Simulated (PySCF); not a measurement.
Work out the structure from these simulated measurements.

Elements present: B, C, H, O and Si. Monoisotopic mass: 134.0391 u.

| Quantity | Value |
| --- | --- |
| Dipole | 2.35 D [CAM-B3LYP/def2-SVPD] |
| XPS | Si2p3/2 105.8, Si2p3/2 106.1, B1s 196.6, C1s 292.2 (×2), O1s 538.4 (×2), Si1s 1845.5, Si1s 1845.8 eV [ΔSCF SCAN, pcX-2 on the ionised atom, pcseg-1 elsewhere, spin-free X2C, 2p3/2 from a spin–orbit splitting computed afterwards within the 2p shell] |
| Valence photoelectron | vertical ionisation energy: 9.66 eV [ΔSCF CAM-B3LYP/def2-SVPD] |
| Triplet | lowest triplet excitation (Tamm–Dancoff): 5.52 eV [TDA CAM-B3LYP/def2-SVPD] |
| NMR, other nuclei | isotropic shieldings of nuclei other than C and H, by class: 70 (1 B), 197 (2 O), 457 (1 Si), 474 (1 Si) ppm [GIAO PBE0/pcSseg-1] |
| Polarisability | 108.2 au [CAM-B3LYP/def2-SVPD] |
| Rotational structure | rotational constants A, B, C: 2.215, 1.026, 0.719 GHz [PBE0-D3(BJ)/def2-SVP] |
| 1H NMR | chemical shifts (computed TMS as zero) by class: 3.74 (6 H), 3.51 (3 H), 3.37 (2 H) ppm [GIAO PBE0/pcSseg-1] |
| 13C NMR | chemical shifts (computed TMS as zero) by class: 53.9 (2 C) ppm [GIAO PBE0/pcSseg-1] |
| UV, first state | lowest singlet excitation: 6.33 eV (196 nm, f = 0.002) [TDDFT CAM-B3LYP/def2-SVPD] |

Electronic properties: PySCF, gas phase, density fitting. Levels stand in brackets. Geometry: PBE0-D3(BJ)/def2-SVP, one conformer, isolated molecule. NMR values are class means; diastereotopic atoms form classes of their own.

Task: Which formula fits the mass and the elements?

Result: C2H11BO2Si2 (calculated 134.0391). No other formula that holds each of these elements comes within 0.0003 u with a fitting electron parity and a possible valence count.

Task: Give a SMILES that accounts for the data.

Result: Numbering: `[CH3:1][O:2][B:3]([O:4][CH3:5])[SiH2:6][SiH3:7]`. 2 carbons fall into 1 class: methoxy carbon [C1/C5] (53.9 ppm, 2 C, up to 5.8 ppm apart in this geometry). Hydrogen classes from least to most shielded: 6 H on 2 methoxy carbons, C1/C5 (3.74 ppm, a mean of values up to 1.0 ppm apart in this geometry), 3 H on an SiH3 silicon, Si7 (3.51 ppm), 2 H on an SiH2 silicon, Si6 (3.37 ppm). The other shieldings belong to: 70 ppm, three-coordinate boron [B3]; 197 ppm, boron-bound oxygen [O2/O4]; 457 ppm, SiH3 silicon [Si7]; 474 ppm, SiH2 silicon [Si6]. The core levels belong to: Si2p3/2 105.8 eV, SiH2 silicon [Si6]; Si2p3/2 106.1 eV, SiH3 silicon [Si7]; B1s 196.6 eV, three-coordinate boron [B3]; C1s 292.2 eV, methoxy carbon [C1/C5]; O1s 538.4 eV, boron-bound oxygen [O2/O4]; Si1s 1845.5 eV, SiH2 silicon [Si6]; Si1s 1845.8 eV, SiH3 silicon [Si7]. One atom of each topological class was ionised and stands for its class. The first electron is taken from the HOMO, whose largest Löwdin shares are 0.31 on the SiH2 silicon, 0.25 on the SiH3 silicon, 0.14 on the three-coordinate boron and 0.10 on a boron-bound oxygen. By its constants the optimised geometry is an asymmetric top. Structure: `COB(OC)[SiH2][SiH3]`. The assignments are read from this structure; whether some other isomer fits the data as well wasn't checked.

The values belong to the conformer `[CH3:1][O:2][B:3]([O:4][CH3:5])[SiH2:6][SiH3:7]`: C1–O2–B3–O4 0°, O2–B3–O4–C5 -179°, O2–B3–Si6–Si7 -1°.
